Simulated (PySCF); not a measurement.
## La(NO2)3 at several levels of theory

Computed with PySCF 2.14.0 (density fitting, no spin-orbit coupling) at the geometry relaxed with TPSS:

```xyz
10
La(NO2)3 (singlet)
La    0.0000    0.0000    0.0000
O     2.2544    0.0000    1.0613
O     2.2544    0.0000   -1.0613
N     2.9649    0.0000    0.0000
O    -1.1272    1.9524    1.0613
O    -1.1272    1.9524   -1.0613
N    -1.4824    2.5676    0.0000
O    -1.1272   -1.9524    1.0613
O    -1.1272   -1.9524   -1.0613
N    -1.4824   -2.5676    0.0000
```

```
 level                                                 basis    state  HOMO (eV)  gap (eV)  charge on La1 (e)  population of f-type functions on La1 (polarisation alone where 4f lies in the core)  dipole about the centre of mass (D)  largest force component (eV/Å)
  TPSS     La lcecp-1-SVP with ECP46, O def2-SVP, N def2-SVP  singlet      -7.05      2.96               1.27                                                                                  0.07                                 0.00                            0.01
  PBE0                                              the same  singlet      -8.63      5.41               1.40                                                                                  0.07                                 0.00                            1.62
r2SCAN                                              the same  singlet      -7.30      3.13               1.37                                                                                  0.06                                 0.00                            0.69
    HF                                              the same  singlet     -13.03     13.81               1.90                                                                                  0.06                                 0.00                            3.79
  TPSS  La lcecp-1-TZVP with ECP46, O def2-TZVP, N def2-TZVP  singlet      -7.07      3.03               1.55                                                                                  0.11                                 0.00                            0.18
```

In the lcecp rows the 4f levels are missing from HOMO and gap, and the state counts the valence alone.

Charges are Mulliken's, which hang on the basis. The relaxation used the grid (50, 194), these runs (75, 302) or, all-electron (x2c bases, spin-free X2C Hamiltonian), (99, 590).

Question: What does B3LYP with La lcecp-1-SVP with ECP46, O def2-SVP, N def2-SVP give here?

Answer: state singlet, HOMO (eV) -8.31, gap (eV) 4.86, charge on La1 (e) 1.32, population of f-type functions on La1 (polarisation alone where 4f lies in the core) 0.07, dipole about the centre of mass (D) 0.00, largest force component (eV/Å) 0.88. Time: 11 s on 4 threads of Arm Neoverse V2, with other jobs on the host, from an already converged density.

In the first row's basis the gap widens with exact exchange: 3.0 to 3.1 eV for TPSS, r2SCAN (none); 4.9 to 5.4 eV for B3LYP, PBE0 (a fixed share); 13.8 eV for Hartree–Fock (rising or full at long range).

No frequency check is given that shows the relaxed geometry to be a minimum.
